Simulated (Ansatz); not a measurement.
Born–Oppenheimer molecular dynamics of CH₅FOSSi₂ (11 atoms, charge 0, multiplicity 1). It starts from a relaxed structure.

The calculation used RKS B3LYP-D4/STO-3G (Ansatz).

| Property | Result |
| --- | --- |
| ensemble | NVT, Langevin thermostat |
| time step | 0.5 fs |
| steps asked | 250 |
| set temperature | 700 K |
| friction | 0.01 /fs |
| seed | 691523 |

First frame:

```xyz
11
Properties=species:S:1:pos:R:3
F -1.055 1.156 1.167
Si 0.176 0.568 0.252
Si 1.451 -1.019 1.260
O -0.568 -0.194 -1.136
C -1.675 0.473 -1.669
S -2.457 -0.036 -2.991
H 0.950 1.706 -0.231
H 0.644 -2.139 1.681
H 2.107 -0.461 2.420
H 2.462 -1.487 0.341
H -1.970 1.375 -1.074
```

(1) What does the run give?

(2) What happens to the structure?

(3) How do temperature and energy run in time?

Results:

(1) All steps were run.

* steps done: 250
* time covered: 125 fs
* mean temperature over the second half: 519 K
* spread of the potential energy over the second half: 12.3 meV per atom
* mean potential energy of the second half above the start: 46.2 meV per atom

The mean temperature of the second half is 26 % below the set value. A run of 0.12 ps of so small a system gives no equilibrium averages. Limits of this set-up: minimal basis.

(2) The same pairs are bonded in the first frame and the last. Pairs count as bonded within 1.25 times the sum of covalent radii (0.12 Å more for H–H). The details hang on the random start.

(3) 
```
time (fs)  T (K)  potential energy less start (eV)
      0.0    636                             0.000
      6.0    352                             0.394
     12.0    318                             0.531
     18.0    376                             0.445
     24.0    519                             0.430
     30.0    510                             0.473
     36.0    431                             0.428
     42.0    361                             0.511
     48.0    460                             0.433
     54.0    494                             0.461
     60.0    454                             0.424
     66.0    706                             0.113
     72.0    426                             0.554
     78.0    491                             0.541
     84.0    590                             0.485
     90.0    434                             0.676
     96.0    670                             0.457
    102.0    520                             0.621
    108.0    468                             0.567
    114.0    423                             0.588
    120.0    442                             0.529
```

The run took 6 min on 1 thread of Intel(R) Xeon(R) 6975P-C (Granite Rapids) (shared host), peak memory 0.12 GiB.
